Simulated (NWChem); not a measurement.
# C₂H₂F, doublet; SMILES [CH]=CF

Results from NWChem. Spin-unrestricted. In the optimisation the excess spin sits in a' (Cs, its own frame). Coordinates come from a PBE0/def2-SVP, spin-unrestricted optimisation. No stability test was run on the SCF state.

Q: Order these by “lowest empty minus highest occupied level, either spin (eV)”, lowest first: PBE/pcseg-1; PBE/STO-3G; PBE/def2-SVP.

A: PBE/pcseg-1 (2.50), PBE/def2-SVP (2.57), PBE/STO-3G (2.73)
